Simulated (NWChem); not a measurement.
Everything below was run with NWChem. System: disilylmethane (CH$_{8}$Si$_{2}$), charge 0, spin multiplicity 1, at a geometry optimised with PBE0/def2-SVP. Level: B3LYP/def2-TZVP, VWN1-RPA local correlation.

Job file:

```
start mol
memory heap 200 mb stack 900 mb global 1100 mb
geometry units angstroms nocenter noautoz
  Si    -1.595063     0.000000     0.181922
  C      0.000000     0.000000    -0.819250
  Si     1.595063     0.000000     0.181922
  H     -2.788234     0.000000    -0.719950
  H     -1.663337    -1.212437     1.054581
  H     -1.663337     1.212437     1.054581
  H      0.000000     0.885490    -1.478376
  H      0.000000    -0.885490    -1.478376
  H      1.663337    -1.212437     1.054581
  H      1.663337     1.212437     1.054581
  H      2.788234     0.000000    -0.719950
  symmetry group C2v
end
basis spherical
  * library def2-tzvp
end
dft
  xc b3lyp
  semidirect memsize 60000000 filesize 0
  iterations 100
end
task dft energy
```

Part of the output:

```
             Northwest Computational Chemistry Package (NWChem) 7.3.0
             --------------------------------------------------------

                                NWChem Input Module
                                -------------------

 Scaling coordinates for geometry "geometry" by  1.889725989
 (inverse scale =  0.529177249)

 Turning off AUTOSYM since
 SYMMETRY directive was detected!

                             Geometry "geometry" -> ""
                             -------------------------

 Output coordinates in angstroms (scale by  1.889725989 to convert to a.u.)

  No.       Tag          Charge          X              Y              Z
 ---- ---------------- ---------- -------------- -------------- --------------
    1 Si                  14.0000    -1.59506300     0.00000000     0.18192200
    2 C                    6.0000     0.00000000     0.00000000    -0.81925000
    3 Si                  14.0000     1.59506300     0.00000000     0.18192200
    4 H                    1.0000    -2.78823400     0.00000000    -0.71995000
    5 H                    1.0000    -1.66333700    -1.21243700     1.05458100
    6 H                    1.0000    -1.66333700     1.21243700     1.05458100
    7 H                    1.0000     0.00000000     0.88549000    -1.47837600
    8 H                    1.0000     0.00000000    -0.88549000    -1.47837600
    9 H                    1.0000     1.66333700    -1.21243700     1.05458100
   10 H                    1.0000     1.66333700     1.21243700     1.05458100
   11 H                    1.0000     2.78823400     0.00000000    -0.71995000

 Effective nuclear repulsion energy (a.u.)     150.3009345916

            Nuclear Dipole moment (a.u.)
            ----------------------------
        X                 Y               Z
 ---------------- ---------------- ----------------
     0.0000000000     0.0000000000    -0.0000226767

      Symmetry information
      --------------------

 Group name             C2v
 Group number             16
 Group order               4
 No. of unique centers     5

      Symmetry unique atoms
[...]
              MO Center= -2.6D-12,  1.6D-15, -5.2D-01, r^2= 4.5D+00
   Bfn.  Coefficient  Atom+Function         Bfn.  Coefficient  Atom+Function
  ----- ------------  ---------------      ----- ------------  ---------------
    43      0.273641   2 C  px               46      0.223117   2 C  px
    15     -0.207543   1 Si px               83     -0.207543   3 Si px
   107      0.160745   4 H  s               149     -0.160745  11 H  s
    49      0.140004   2 C  px              108      0.117489   4 H  s
   150     -0.117489  11 H  s               106      0.100372   4 H  s

 Vector   22  Occ=0.000000D+00  E= 1.508466D-04  Symmetry=a1
              MO Center=  9.5D-15, -2.3D-14, -1.4D-01, r^2= 8.1D+00
   Bfn.  Coefficient  Atom+Function         Bfn.  Coefficient  Atom+Function
  ----- ------------  ---------------      ----- ------------  ---------------
    42      3.118239   2 C  s                18     -0.787713   1 Si px
    86      0.787713   3 Si px              126     -0.745799   7 H  s
   132     -0.745799   8 H  s                20      0.618734   1 Si pz
    88      0.618734   3 Si pz                5     -0.444580   1 Si s
    73     -0.444580   3 Si s               114     -0.279043   5 H  s

 Vector   23  Occ=0.000000D+00  E= 2.243016D-02  Symmetry=a1
              MO Center=  8.5D-14, -2.9D-14,  4.4D-01, r^2= 6.1D+00
   Bfn.  Coefficient  Atom+Function         Bfn.  Coefficient  Atom+Function
  ----- ------------  ---------------      ----- ------------  ---------------
   108      0.976222   4 H  s               150      0.976222  11 H  s
    20      0.773808   1 Si pz               88      0.773808   3 Si pz
    18      0.442921   1 Si px               86     -0.442921   3 Si px
     5     -0.416391   1 Si s                73     -0.416391   3 Si s
    51     -0.374421   2 C  pz               42      0.277794   2 C  s

 Vector   24  Occ=0.000000D+00  E= 3.988047D-02  Symmetry=a2
              MO Center=  8.6D-13, -7.7D-14, -2.3D-01, r^2= 7.4D+00
   Bfn.  Coefficient  Atom+Function         Bfn.  Coefficient  Atom+Function
  ----- ------------  ---------------      ----- ------------  ---------------
    19      1.189094   1 Si py               87     -1.189094   3 Si py
   114      0.808865   5 H  s               120     -0.808865   6 H  s
   138     -0.808865   9 H  s               144      0.808865  10 H  s
    16      0.137769   1 Si py               84     -0.137769   3 Si py
    22     -0.099056   1 Si d -1             90      0.099056   3 Si d -1

 center of mass
 --------------
 x =   0.00000000 y =   0.00000000 z =   0.00418918

 moments of inertia (a.u.)
 ------------------
          97.652609334575           0.000000000000           0.000000000000
           0.000000000000         675.009091391511           0.000000000000
           0.000000000000           0.000000000000         630.968735965586

     Multipole analysis of the density
     ---------------------------------

     L   x y z        total         alpha         beta         nuclear
     -   - - -        -----         -----         ----         -------
     0   0 0 0     -0.000000    -21.000000    -21.000000     42.000000

     1   1 0 0     -0.000000     -0.000000     -0.000000      0.000000
     1   0 1 0      0.000000      0.000000      0.000000      0.000000
     1   0 0 1     -0.338266     -0.169122     -0.169122     -0.000023

     2   2 0 0    -30.236951   -189.839198   -189.839198    349.441445
     2   1 1 0     -0.000000     -0.000000     -0.000000      0.000000
     2   1 0 1     -0.000000     -0.000000     -0.000000      0.000000
     2   0 2 0    -28.121587    -27.359792    -27.359792     26.597998
     2   0 1 1     -0.000000     -0.000000     -0.000000      0.000000
     2   0 0 2    -28.102420    -40.495141    -40.495141     52.887863

 Task  times  cpu:        4.2s     wall:        4.2s

 Total times  cpu:        4.3s     wall:        4.3s
```
